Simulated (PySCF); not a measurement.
Predicted microwave data (PBE0/pcSseg-1 in PySCF (dipole) on a GFN2-xTB geometry, gas phase) for one isomer of C7H8F2O:

- Rotational constants: A = 4053, B = 579.1, C = 559.4 MHz
- Dipole components: |μa| = 1.25 D, |μb| = 0.31 D, |μc| = 0.00 D
- Inertial defect: -93.97 u·Å²
- κ: -0.99

Problem. Which structure is it? (One computed conformer of each.)
A. `[CH2:1]=[CH:2][C@@:3]1([C:4](=[O:5])[F:6])[CH2:7][CH2:8][C@@H:9]1[F:10]` with C1–C2–C3–C4 87°, C2–C3–C4–O5 122°, C2–C3–C7–C8 132°, C3–C7–C8–C9 -12°, C7–C8–C9–F10 131°, C2–C3–C9–C8 -132°
B. `[CH3:1][C:2]1=[CH:3][CH:4]=[CH:5][C@H:6]1[O:7][CH:8]([F:9])[F:10]` with C5–C6–O7–C8 -74°, C6–O7–C8–F9 -162°
C. `[F:1][CH:2]([F:3])[O:4][C@@:5]12[CH2:6][CH:7]=[CH:8][C@@H:9]1[CH2:10]2` with F1–C2–O4–C5 -84°, C2–O4–C5–C6 80°
D. `[F:1][CH:2]([F:3])[O:4][CH2:5][C:6]1=[CH:7][CH:8]=[CH:9][CH2:10]1` with F1–C2–O4–C5 -59°, C2–O4–C5–C6 180°, O4–C5–C6–C7 0°

Solution. D. It is FC(F)OCC1=CC=CC1, a near-prolate asymmetric top, point group Cs. The candidates at the same level (rigid rotor, commonest isotopes):

```tsv
SMILES	A (MHz)	B (MHz)	C (MHz)	μa (D)	μb (D)	μc (D)	Δ (u·Å²)	point group	rotor
FC(F)OCC1=CC=CC1	4053	579.1	559.4	1.25	0.31	0.00	-93.97	Cs	near-prolate asymmetric top
FC(F)O[C@@]12CC=C[C@@H]1C2	3213	849.0	739.5	2.52	0.52	1.68	-69.14	C1	near-prolate asymmetric top
C=C[C@@]1(C(=O)F)CC[C@@H]1F	1517	1346	1176	1.41	3.28	1.62	-279.15	C1	asymmetric top
CC1=CC=C[C@H]1OC(F)F	2420	897.8	680.3	2.33	0.18	2.00	-28.82	C1	asymmetric top
```

`FC(F)O[C@@]12CC=C[C@@H]1C2` has B 47 % too high; `CC1=CC=C[C@H]1OC(F)F` has B 55 % too high; `C=C[C@@]1(C(=O)F)CC[C@@H]1F` has B 132 % too high. In the right answer the mirror of this Cs structure is the ab plane, so μc vanishes by symmetry. No structure here is proved a minimum.
